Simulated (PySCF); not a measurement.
A geometry optimisation on `O(C)C(OC)C(C)=O` (pyruvic aldehyde dimethyl acetal).

Computed with PBE0-D3(BJ)/def2-SVP geometry optimisation, gas phase (PySCF 2.14.0). Start geometry: GFN2-xTB. A driver script takes a list of jobs; this job's settings line and coordinates (Å) are shown.

Input:
```
{"job": {"xc": "PBE0", "basis": "def2-SVP", "d3": "d3bj", "grid": 2, "kind": "geom"}, "charge": 0, "multiplicity": 1}
C     -1.400229     1.988546    -0.521945
O     -0.101430     1.426047    -0.530033
C     -0.079644     0.066669    -0.789415
O     -0.706343    -0.632725     0.275153
C     -1.109187    -1.941682    -0.049340
C      1.380381    -0.418858    -0.870763
C      2.290132     0.224154     0.121350
O      1.690607    -1.300699    -1.629555
H     -1.884445     1.859093    -1.496771
H     -1.267568     3.047707    -0.315115
H     -2.018224     1.532171     0.254795
H     -0.604670    -0.174615    -1.738149
H     -0.259536    -2.563733    -0.347089
H     -1.561320    -2.345926     0.853790
H     -1.846263    -1.936570    -0.861137
H      1.865744     0.090385     1.114535
H      2.317630     1.293346    -0.077012
H      3.285605    -0.206993     0.065525
```

Output:
```
step   0  E = -421.41452047  max force = 0.012526
step   1  E = -421.41550854  max force = 0.004033
step   2  E = -421.41589591  max force = 0.002692
step   3  E = -421.41596300  max force = 0.002187
step   4  E = -421.41603958  max force = 0.001140
step   5  E = -421.41606981  max force = 0.000517
step   6  E = -421.41609181  max force = 0.000659
step   7  E = -421.41610072  max force = 0.000586
step   8  E = -421.41610784  max force = 0.000221
optimisation converged
```

Energies in Eh; «max force» is the largest Cartesian gradient component in Eh/bohr.

**Question.** How much energy does the optimisation release, in eV?

**Answer.** E(step 0) − E(last step) = 0.001587 Eh, which is 0.043 eV.

**Question.** Give the first gradient maximum in eV/Å.

**Answer.** With 1 Eh/bohr = 51.422 eV/Å, 0.644 eV/Å.

Main results: final energy -421.41611 Eh after 8 steps; dipole 2.23 D.

**Question.** Give the final coordinates.

**Answer.** 0.083 Å rms from the input after alignment:
```
atom  x, y, z in Å
C1    -1.7206    1.6731   -0.2110
O2    -0.3547    1.3623   -0.3149
C3    -0.0939    0.0899   -0.7555
O4    -0.5373   -0.8374    0.2015
C5    -0.7885   -2.1237   -0.2972
C6     1.4172   -0.0990   -0.9101
C7     2.2865    0.6273    0.0701
O8     1.8306   -0.8731   -1.7404
H9    -2.2261    1.5850   -1.1914
H10   -1.7943    2.7129    0.1329
H11   -2.2292    1.0140    0.5103
H12   -0.5797   -0.1237   -1.7350
H13    0.1139   -2.5849   -0.7350
H14   -1.1312   -2.7386    0.5457
H15   -1.5775   -2.1090   -1.0734
H16    1.9357    0.4163    1.0918
H17    2.1815    1.7124   -0.0776
H18    3.3307    0.3166   -0.0554
```

Time: 1.8 min; peak memory 0.77 GiB. Hardware: Intel Xeon Platinum 8375C at 2.90 GHz, one thread, shared host.
Labels such as C1 count atoms from 1, the log's own numbers from 0.
